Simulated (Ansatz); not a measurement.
Relaxation of BBrH₆N₂ (10 atoms, charge 0, multiplicity 1), to a largest force component of 0.03 eV/Å in at most 50 steps.

Level of theory: RKS CAM-B3LYP/def2-SVP (Ansatz 0.2.0).

```xyz
10
Properties=species:S:1:pos:R:3
B -0.066 0.003 0.188
N -0.023 -0.349 1.633
H -0.775 -0.835 2.105
H 0.862 -0.403 2.118
H 0.922 0.490 -0.298
N -1.217 -0.210 -0.578
H -2.101 -0.539 -0.213
H -1.264 0.087 -1.542
Br -0.706 3.125 0.848
H -0.577 1.831 1.597
```

Q: Where does it end, and by what steps?

A: The forces met the threshold. After 9 steps the energy has fallen by 0.302 eV; Br9 moved furthest, 1.05 Å.

```
step  energy less start (eV)  largest force component (eV/Å)  accepted
   0                  0.0000                           1.799       yes
   1                 -0.1472                           1.253       yes
   2                 -0.2037                           0.638       yes
   3                 -0.2519                           0.272       yes
   4                 -0.2783                           0.438       yes
   5                 -0.2895                           0.086       yes
   6                 -0.2913                           0.104       yes
   7                 -0.2984                           0.277       yes
   8                 -0.3014                           0.042       yes
   9                 -0.3017                           0.009       yes
```

```xyz
10
Properties=species:S:1:pos:R:3
B -0.055 -0.144 0.047
N -0.083 -0.007 1.474
H -0.872 -0.334 2.023
H 0.785 -0.055 1.993
H 0.999 0.017 -0.519
N -1.203 -0.418 -0.704
H -2.129 -0.540 -0.311
H -1.185 -0.443 -1.714
Br -0.774 3.263 1.886
H -0.428 1.862 1.681
```

Time of the run: 17 s on 4 threads of Arm Neoverse V2, on a shared host, peak memory 0.27 GiB.
